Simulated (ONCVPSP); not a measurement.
# indium, ONCV: configuration errors across variants

In, optimised norm-conserving Vanderbilt (ONCV), made with ONCVPSP 4.0.1 (LDA (Perdew-Wang 92), scalar-relativistic). Core [Kr], reference 4d10 5s2 5p1. Waves: 5s: rc 2.10 bohr, ncon 4, nbas 9, qcut 3 1/bohr, 2 projectors, debl 1.7 Ha; 5p: rc 2.20 bohr, ncon 5, nbas 10, qcut 3.8 1/bohr, 1 projector; 4d: rc 1.30 bohr, ncon 4, nbas 8, qcut 9.9 1/bohr, 2 projectors, debl 2 Ha. Local part: polynomial inside 1.05 bohr (lpopt 5, dvloc0 0 Ha). Core correction: Teter function, fcfact 5.25, rcfact 1.1.

All-electron excitation energies from the reference (eV): (1) 4d10 5s2 5p0 5.589; (2) 4d10 5s1 5p0 25.244; (3) 4d9 5s2 5p2 18.213.

1 further variants failed, have other tests or too few solved ones, and are left out.

A true bound ghost makes a file unfit for plane-wave use even where its test errors are small: the radial tests pick states by their node count and pass the ghost by.

Errors AE − PS in meV (a dash: test not solved or not reliable):

| change | (1) | (2) | (3) | bound ghosts | GHOST(+) flags above zero |
| --- | --- | --- | --- | --- | --- |
| base | -1.9 | -4.8 | -151 | s, p | s |
| p: rc 1.8 | -1.2 | -4.0 | -119 | s, p | s |
| p: rc 1.96 | -1.6 | -4.8 | -135 | s, p | s |
| p: rc 2.12 | -1.9 | -4.9 | -147 | s, p | s |
| p: rc 2.36 | -2.0 | -4.5 | -157 | s, p | s |
| p: rc 2.62 | -2.0 | -4.4 | -157 | s, p | s |
| p: rc 2.76 | -2.0 | -4.7 | -155 | s, p | s |
| p: rc 3.04 | -2.3 | -6.5 | -145 | s, p | s |

Task: Give the same row for: p: rc 3.16.

Result: -2.4, -7.6, -140; bound ghosts: s, p; GHOST(+) flags above zero: s.
